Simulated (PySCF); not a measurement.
Ranking problems on computed properties.

Each SMILES stands for a single optimised conformer of the isolated species, non-relativistic unless stated; the electronic structure was computed with PySCF and density fitting.

The conformers computed, where there is a choice (atom-mapped SMILES and torsion angles):
- `[CH3:1][CH:2]([CH3:3])[P@:4](=[S:5])([CH2:6][OH:7])[CH2:8][SiH3:9]`: C1–C2–P4–S5 56°, C2–P4–C6–O7 -177°, C2–P4–C8–Si9 46°, H–O7–C6–P4 -54°
- `[CH2:1]=[CH:2][C@@:3]1([C:4]([F:5])([F:6])[F:7])[CH2:8][C@H:9]1[C:10](=[O:11])[F:12]`: C1–C2–C3–C4 6°, C2–C3–C4–F5 57°, C8–C9–C10–O11 25°
- `[N:1]#[C:2][c:3]1[cH:4][cH:5][cH:6][c:7]([OH:8])[cH:9]1`: H–O8–C7–C6 180°
- `[O:1]=[CH:2][C:3]1=[CH:4][C:5]([F:6])([F:7])[O:8]1`: O1–C2–C3–C4 0°
- `[SiH3:1]/[CH:2]=[CH:3]\[S:4][SiH2:5][Cl:6]`: C2–C3–S4–Si5 -166°, C3–S4–Si5–Cl6 -179°
- `[CH2:1]=[CH:2][Si@H:3]([O:4][CH3:5])[SiH2:6][S:7][CH3:8]`: C1–C2–Si3–O4 151°, C2–Si3–O4–C5 61°, C2–Si3–Si6–S7 -58°, Si3–Si6–S7–C8 -175°
- `[CH:1]#[C:2][C:3](=[O:4])[O:5][CH:6]([F:7])[F:8]`: C2–C3–O5–C6 180°, C3–O5–C6–F7 122°
- `[CH3:1][O:2][CH2:3][SiH2:4][SiH2:5][c:6]1[cH:7][cH:8][cH:9][o:10]1`: C1–O2–C3–Si4 177°, O2–C3–Si4–Si5 -48°, C3–Si4–Si5–C6 -67°, Si4–Si5–C6–C7 -122°

The conformers of `COC[Si@H]1N[SiH2]C[SiH2]1` aren't listed.

Question: Rank by HOMO energy, highest first (PBE0/pcSseg-1 at GFN2-xTB geometries).
A. `FC(F)(F)[C@]1([C@H](C(=O)F)C1)C=C`
B. `CC(C)[P@](=S)(CO)C[SiH3]`
C. `N#CC1=CC=CC(O)=C1`
D. `C([Si@H]1N[SiH2]C[SiH2]1)OC`

Answer: B (-6.50 eV), D (-7.00 eV), C (-7.27 eV), A (-7.96 eV).

Question: Rank by lowest singlet excitation, highest first (TDDFT CAM-B3LYP/def2-SVPD at GFN2-xTB geometries).
A. `c1cc2ccoc2cn1`
B. `Cc1ncc([SiH3])cp1`
C. `[SiH3]/C=C\S[SiH2]Cl`
D. `O=CC1=CC(F)(F)O1`

Answer: C (5.25 eV), A (5.00 eV), B (3.87 eV), D (3.55 eV).

Question: By how much do the two ends of that ranking differ?

Answer: By 1.70 eV, between `[SiH3]/C=C\S[SiH2]Cl` and `O=CC1=CC(F)(F)O1`.

Question: Rank by dipole moment, highest first (PBE0/pcSseg-1 at GFN2-xTB geometries).
A. `CC(C)[P@](=S)(CO)C[SiH3]`
B. `C=C[C@@]1(C(F)(F)F)C[C@H]1C(=O)F`
C. `N#Cc1cccc(O)c1`
D. `CO[Si@H]([SiH2]SC)C=C`

Answer: A (3.83 D), C (3.57 D), B (1.70 D), D (1.55 D).

Question: Give the two extremes of that set in atomic units.

Answer: `C=C[Si@H](OC)[SiH2]SC`: 0.61 au; `CC(C)[P@](=S)(CO)C[SiH3]`: 1.51 au.

Question: Rank by smallest rotational constant, highest first (GFN2-xTB).
A. `CC(C)[P@](=S)(CO)C[SiH3]`
B. `o1c(pcc1C)C#C`
C. `O=CC1=CC(F)(F)O1`
D. `C=C[Si@H](OC)[SiH2]SC`
E. `N#CC1=CC=CC(O)=C1`
F. `Cc1ncc([SiH3])cp1`
G. `C#CC(=O)OC(F)F`

Answer: C (1.173 GHz), G (1.073 GHz), B (0.974 GHz), E (0.903 GHz), F (0.711 GHz), A (0.633 GHz), D (0.501 GHz).

Question: By how much do the two ends of that ranking differ?

Answer: By 0.672 GHz, between `O=CC1=CC(F)(F)O1` and `C=C[Si@H](OC)[SiH2]SC`.

Question: Rank by HOMO–LUMO gap, highest first (PBE0/pcSseg-1 at GFN2-xTB geometries).
A. `COC[SiH2][SiH2]C1=CC=CO1`
B. `COC[Si@H]1N[SiH2]C[SiH2]1`
C. `C=C[Si@H](OC)[SiH2]SC`
D. `CC(C)[P@](=S)(CO)C[SiH3]`
E. `N#Cc1cccc(O)c1`

Answer: B (7.22 eV), D (6.87 eV), A (6.42 eV), C (6.13 eV), E (5.66 eV).

Question: By how much do the two ends of that ranking differ?

Answer: By 1.56 eV, between `COC[Si@H]1N[SiH2]C[SiH2]1` and `N#Cc1cccc(O)c1`.

Question: Rank by static isotropic polarisability, highest first (CAM-B3LYP/def2-SVPD at GFN2-xTB geometries).
A. `O=CC1=CC(F)(F)O1`
B. `Cc1ncc([SiH3])cp1`
C. `n1ccc2c(occ2)c1`
D. `[SiH3]/C=C\S[SiH2]Cl`

Answer: B (117.7 au), D (114.3 au), C (85.2 au), A (53.9 au).

Question: By how much do the two ends of that ranking differ?

Answer: By 63.8 au, between `Cc1ncc([SiH3])cp1` and `O=CC1=CC(F)(F)O1`.
